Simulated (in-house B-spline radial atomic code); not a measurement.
F⁻. Computed with a B-spline radial atomic code. Model: all-electron spherical atom, spin shells full or empty, radial basis limit, no spin-orbit coupling: exact exchange with a local potential (Slater, KLI or optimised effective potential, whose far tail is KLI's), no correlation.

Anion configuration assumed.

The run also made RPA and GW results, which its time includes.

The Slater potential averages the orbital exchange potentials with the orbital densities as weights, KLI adds orbital constants, and the optimised effective potential minimises the exact-exchange energy among local potentials. So their energies lie above Hartree-Fock in the order OEP, KLI, Slater. All fall off as −1/r, unlike LDA and GGA exchange.

Command:
```bash
python run_gw.py task.json out
```
Settings (lengths in bohr, energies in hartree):
```
Z                      9
electrons              10
configuration          [He] 2s2 2p6
hamiltonian            nr
method                 kli
lmax                   9
spin_polarised         False
box_radius             60
intervals              73
```

Time taken, with all properties: 1.7 s on 1 thread of Intel(R) Xeon(R) Platinum 8488C (Sapphire Rapids) (shared host).

Given: hamiltonian non-relativistic; mean-field start exchange-only KLI.

Computed: energy above Hartree-Fock 2.244 millihartree; virial ratio -E/T less 1 0.001213.

| radius (bohr) | r times exchange potential (hartree bohr) |
| --- | --- |
| 0.00556 | -0.039226 |
| 0.00675 | -0.047579 |
| 0.0082 | -0.057723 |
| 0.00997 | -0.070054 |
| 0.0121 | -0.084792 |
| 0.0147 | -0.10261 |
| 0.0179 | -0.12425 |
| 0.0217 | -0.14947 |
| 0.0264 | -0.17983 |
| 0.0321 | -0.21529 |
| 0.039 | -0.25604 |
| 0.0474 | -0.30217 |
| 0.0576 | ? |
| 0.07 | -0.40647 |
| 0.0851 | -0.46028 |
| 0.103 | -0.50886 |
| 0.126 | -0.54997 |
| 0.153 | -0.57299 |
| 0.186 | -0.57319 |
| 0.226 | -0.54752 |
| 0.274 | -0.50849 |
| 0.333 | -0.502 |
| 0.405 | -0.58092 |
| 0.492 | -0.7203 |
| 0.598 | -0.87136 |
| 0.726 | -1.0113 |
| 0.883 | ? |
| 1.07 | -1.2122 |
| 1.3 | -1.2547 |
| 1.58 | -1.2578 |
| 1.93 | -1.2303 |
| 2.34 | -1.188 |
| 2.84 | -1.1423 |
| 3.46 | -1.1005 |
| 4.2 | -1.068 |
| 5.1 | -1.044 |
| 6.2 | -1.0277 |

What belongs in the row 0.0576?

r times exchange potential (hartree bohr): -0.35284.

What belongs in the row 0.883?

r times exchange potential (hartree bohr): -1.1298.

```json
{"occupied": "1s", "level (hartree)": "-24.028", "Hartree-Fock level (hartree)": "-25.83"}
{"occupied": "2s", "level (hartree)": "-0.86222", "Hartree-Fock level (hartree)": "-1.0746"}
{"occupied": "2p", "level (hartree)": "-0.18043", "Hartree-Fock level (hartree)": "-0.18099"}
```

The highest level, 2p, differs from Hartree-Fock by +0.015 eV and the deepest, 1s, by +49 eV: a local potential can match the highest level but can't give each shell its own exchange.
